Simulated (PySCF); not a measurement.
**PBE0 on Te+ (tellurium, charge +1)**

Configuration: [Kr] 4d10 5s2 5p3, high-spin 4S determinant. All numbers are calculated (PySCF 2.14, the spin-free X2C one-electron Hamiltonian (Gaussian nucleus), in ANO-RCC-VTZP (7s6p4d2f1g, 68 functions)).

| Item | Value |
| --- | --- |
| Total energy | -6792.83 hartree |
| One-electron energy | -9303.11 hartree |
| Hartree (Coulomb) energy | 2687.44 hartree |
| Exchange-correlation energy | -177.15 hartree |
| ⟨S²⟩ | 3.7508 |
| ⟨L²⟩ | 0.000 |
| Sum of ⟨r⟩ | 34.09 bohr |
| Sum of ⟨r²⟩ | 49.33 bohr² |
| Langevin diamagnetic susceptibility | -39.1 ×10⁻⁶ cm³/mol |

| shell | electrons | mean orbital energy (hartree) | rms radius, mean of both spins (bohr) |
| --- | --- | --- | --- |
| 1s α | 1 | -1163.97684 | 0.0318 |
| 1s β | 1 | -1163.97298 | 0.0318 |
| 2s α | 1 | -179.72031 | 0.130 |
| 2s β | 1 | -179.71894 | 0.130 |
| 2p α | 3 | -161.43932 | 0.115 |
| 2p β | 3 | -161.43611 | 0.115 |
| 3s α | 1 | -36.43386 | 0.344 |
| 3s β | 1 | -36.43016 | 0.344 |
| 3p α | 3 | -30.43643 | 0.344 |
| 3p β | 3 | -30.43161 | 0.344 |
| 3d α | 5 | -21.31311 | 0.323 |
| 3d β | 5 | -21.31007 | 0.323 |
| 4s α | 1 | -6.64459 | 0.814 |
| 4s β | 1 | -6.63455 | 0.814 |
| 4p α | 3 | -4.75923 | 0.877 |
| 4p β | 3 | -4.74802 | 0.877 |
| 4d α | 5 | -1.97896 | 1.05 |
| 4d β | 5 | -1.96493 | 1.05 |
| 5s α | 1 | -0.96866 | 2.19 |
| 5s β | 1 | -0.84813 | 2.19 |
| 5p α | 3 | -0.58280 | 2.62 |

Densities and radii are taken from the X2C orbitals without a picture-change correction, which distorts them close to the nucleus.
